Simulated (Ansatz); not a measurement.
Energy profile

The step: Si₂H₄OF₂ ([F][SiH]([F])[O][SiH3]) + H₂O + NH₃ → SiNH₃F₂ ([NH2][SiH]([F])[F]) + SiH₄O ([OH][SiH3]) + H₂O; bonds formed: O2–H9, H7–O10; dative contacts that become bonds: Si1–N8; bonds broken: Si1–O2, H7–N8, H9–O10 (atoms numbered as in the saddle structure below).

Si1  (0.264, -0.020, 1.361)
O2  (0.229, -0.468, -0.507)
Si3  (0.158, -1.971, -1.196)
F4  (0.238, 0.434, 2.936)
F5  (-0.360, -1.480, 1.616)
H6  (1.713, 0.198, 1.188)
H7  (-0.343, 1.800, -0.291)
N8  (-0.860, 1.314, 0.870)
H9  (0.275, 0.577, -1.120)
O10  (0.104, 1.733, -1.358)
H11  (1.158, -2.871, -0.573)
H12  (-1.198, -2.557, -1.067)
H13  (0.476, -1.795, -2.637)
H14  (-1.757, 0.948, 0.564)
H15  (-1.031, 1.948, 1.641)
H16  (0.934, 2.210, -1.429)
(Å)

Electronic energies by CCSD(T) at an estimated basis limit (MP2 extrapolated from triple and quadruple zeta, plus CCSD(T) − MP2 in triple zeta), on PBE0-D4/def2-TZVP structures; Si2NH9O2F2, closed shell; no counterpoise correction. Computed with Ansatz 0.2.0 (basis: def2-TZVPP and def2-QZVPP); correlated methods freeze the cores. Extrapolation: Hartree–Fock as exp(−7.88 √X), correlation as X^−2.97.

Problem. Give the profile in kJ/mol, counted from the separated reactants. (To be estimated.)

Solution. Computed:
```tsv
point	kJ/mol
separated: Si2H4OF2 (linked as [F][SiH]([F])[O][SiH3]; Si1, O2, Si3, F4, F5, H6, H11, H12, H13; singlet) + NH3 (H7, N8, H14, H15; singlet) + H2O (H9, O10, H16; singlet)	0.0
start structure	-10.2
saddle	66.9
end structure	6.1
separated: SiNH3F2 (linked as [NH2][SiH]([F])[F]; Si1, F4, F5, H6, N8, H14, H15; singlet) + SiH4O (linked as [OH][SiH3]; O2, Si3, H9, H11, H12, H13; singlet) + H2O (H7, O10, H16; singlet)	67.5
```

The T1 diagnostic stays at or below 0.012.

For scale, one of the runs: CCSD(T)/def2-TZVPP, 365 basis functions, launched by `ansatz run in.yaml --threads 4 --pin off --events-out ev --progress --plain --max-ram 46080MiB --backend cuda --devices 0, --max-vram 37GiB`. The run took 19 s on 4 CPU threads of an AMD EPYC 7R13 and a share of one NVIDIA H100 (shared host), with 0.88 GiB of host memory at its peak.
